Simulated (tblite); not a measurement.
Species: C5H8Si.
Geometry (GFN2-xTB, Å), atoms numbered from 1 in this order:
```xyz
14
C5H8Si angstrom
C      2.8546   -0.7347   -0.0983
C      1.7616   -0.3218   -0.3653
C      0.4358    0.1531   -0.6363
C     -0.6893   -0.8810   -0.3809
C     -1.6935    0.0043    0.3831
Si    -0.3850    1.3783    0.6120
H      3.8168   -1.0928    0.1159
H      0.3998    0.5263   -1.6633
H     -0.3225   -1.6911    0.2487
H     -1.0901   -1.3174   -1.2959
H     -2.5357    0.2941   -0.2430
H     -2.1020   -0.4679    1.2734
H      0.2481    1.4379    1.9274
H     -0.6993    2.7123    0.1003
```

Calculated harmonic vibrations of the isolated species, GFN2-xTB (tblite), most abundant isotopes, no scaling. Against measured fundamentals such values can be off by several per cent, at times by over 20. Modes of hydrogen on silicon can be 10 to 20 % off. One conformer, not necessarily the lowest.

Harmonic wavenumbers (cm⁻¹): 66.4, 134.8, 190.4, 356.1, 426.4, 440.1, 459.9, 516.0, 594.4, 626.3, 658.2, 682.6, 715.6, 752.5, 778.2, 882.6, 957.6, 1027.0, 1049.4, 1091.1, 1137.3, 1178.4, 1215.0, 1252.7, 1289.8, 1472.6, 1495.1, 2262.1, 2277.7, 2284.7, 2931.7, 2980.1, 2998.3, 3005.4, 3015.5, 3395.3.

A = 5496, B = 2079, C = 1669 MHz; mass 96.040 u (most abundant isotopes); point group C1, symmetry number 1.

**Question.** Zero-point energy?

**Answer.** ½Σν̃ = 23299 cm⁻¹ = 278.71 kJ/mol.

**Question.** What is S at 350 K and 1 bar for an ideal gas of classical rigid rotors and harmonic oscillators?

**Answer.** Translation 169.12, rotation 115.91, vibration 85.43: S = 370.5 J/(mol K).

**Question.** And Cp and H(350 K) − H(0)?

**Answer.** Cp = 141.36 J/(mol K), of which vibrations give 108.10 (their classical limit is 36 R = 299.3); H(350 K) − H(0) = 28.76 kJ/mol without the zero-point energy, 17.12 from vibrations.

**Question.** What must be added to the electronic energy to get the Gibbs energy at 350 K and 1 bar?

**Answer.** ZPE + [H(350 K) − H(0)] − T·S = 278.71 + 28.76 − 129.66 = 177.81 kJ/mol.

**Question.** Which modes carry the vibrational entropy at 350 K?

**Answer.** 66.4 cm⁻¹: 19.14; 134.8 cm⁻¹: 13.33; 190.4 cm⁻¹: 10.56; 356.1 cm⁻¹: 5.85; 426.4 cm⁻¹: 4.64; 440.1 cm⁻¹: 4.43 J/(mol K); the other 30 give 27.48 together.

**Question.** How do the functions run with temperature in this model?

**Answer.** 
```
 T (K)  S (J/(mol K))  Cp (J/(mol K))  H − H(0) (kJ/mol)  G − H(0) (kJ/mol)  ln q(vib)
   150          284.4            70.5               7.44             -35.22       1.35
   250          328.8           107.0              16.30             -65.91       2.77
298.15          349.2           124.2              21.87             -82.24       3.53
   400          390.3           156.2              36.21            -119.92       5.24
   600          462.9           201.5              72.32            -205.42       8.74
   900          553.4           244.0             139.68            -358.35      13.83
```

q(vib) and H(0) count from the zero-point level.

**Question.** Blend soft modes into free rotors: weight 1/[1 + (100 cm⁻¹/ν̃)⁴] for the oscillator and the rest for a rotor with moment μB/(μ + B), μ = h/(8π²ν), B = 10⁻⁴⁴ kg m². What vibrational entropy results?

**Answer.** 80.93 J/(mol K) in place of 85.43, which changes −T·S at 350 K by +1.57 kJ/mol.

Hindered rotation and anharmonicity are outside this model. Other conformers, if any are populated, would add a mixing term that is left out. The structure is chiral; the term R ln 2 for an equal mix with its mirror image is left out.

On an Arm Neoverse V1 with one thread, no GPU, on a shared host, this took 0.38 s. The figure is for the frequency step alone.
